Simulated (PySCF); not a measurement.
## Electron correlation in I⁺ (iodine, charge +1)

[Kr] 4d10 5s2 5p4, high-spin 3P determinant. Calculation: PySCF 2.14, in x2c-SVPall; the spin-free X2C one-electron Hamiltonian (Gaussian nucleus). Frozen: [Kr] 4d10; 6 electrons correlated.

MP2 pair energies summed by pair of shells (mhartree):

| pair | energy | share (%) |
| --- | --- | --- |
| 5p-5p | -28.48 | 49.9 |
| 5s-5p | -24.46 | 42.9 |
| 5s-5s | -4.13 | 7.2 |

Total MP2 correlation energy: -57.07 mhartree.

Same-spin part -14.39 and opposite-spin part -42.68 mhartree; SCS-MP2 scales them by 1/3 and 6/5 to -56.02 mhartree.

| level | correlation energy (mhartree) |
| --- | --- |
| CCSD | -70.13 |
| (T) | -0.68 |
| CCSD(T) | -70.81 |

Diagnostics: T1 = 0.0067, D1 = 0.0201, largest double amplitude 0.056.

Cost of the coupled-cluster step: 0.11 s of wall time on 1 thread of Neoverse-V1 (shared host), for 6 correlated electrons.

Iterations:

```
CC2 = 0
CCSD nocc = (np.int64(4), np.int64(2)), nmo = (13, 13)
frozen orbitals [[0, 1, 2, 3, 4, 5, 6, 7, 8, 9, 10, 11, 12, 13, 14, 15, 16, 17, 18, 19, 20, 21, 22], [0, 1, 2, 3, 4, 5, 6, 7, 8, 9, 10, 11, 12, 13, 14, 15, 16, 17, 18, 19, 20, 21, 22]]
max_cycle = 100
direct = 0
conv_tol = 1e-08
conv_tol_normt = 1e-06
diis_space = 8
diis_start_cycle = 0
Init t2, MP2 energy = -0.0570725587612441
Init E_corr(UCCSD) = -0.0570725587631214
cycle = 1  E_corr(UCCSD) = -0.0670856020330473  dE = -0.0100130433  norm(t1,t2) = 0.0362793
cycle = 2  E_corr(UCCSD) = -0.0692417313492378  dE = -0.00215612932  norm(t1,t2) = 0.0111019
cycle = 3  E_corr(UCCSD) = -0.0701452820735634  dE = -0.000903550724  norm(t1,t2) = 0.00408916
cycle = 4  E_corr(UCCSD) = -0.0701319446200195  dE = 1.33374535e-05  norm(t1,t2) = 0.000438438
cycle = 5  E_corr(UCCSD) = -0.0701351533734045  dE = -3.20875339e-06  norm(t1,t2) = 7.26171e-05
cycle = 6  E_corr(UCCSD) = -0.0701347356981848  dE = 4.1767522e-07  norm(t1,t2) = 1.17829e-05
cycle = 7  E_corr(UCCSD) = -0.0701348616762767  dE = -1.25978092e-07  norm(t1,t2) = 2.07602e-06
cycle = 8  E_corr(UCCSD) = -0.0701348204312209  dE = 4.12450558e-08  norm(t1,t2) = 3.56499e-07
cycle = 9  E_corr(UCCSD) = -0.070134825452023  dE = -5.02080209e-09  norm(t1,t2) = 6.18215e-08
UCCSD converged
E(UCCSD) = -7111.612795024633  E_corr = -0.070134825452023
UCCSD(T) correction = -0.000675405154285843
```
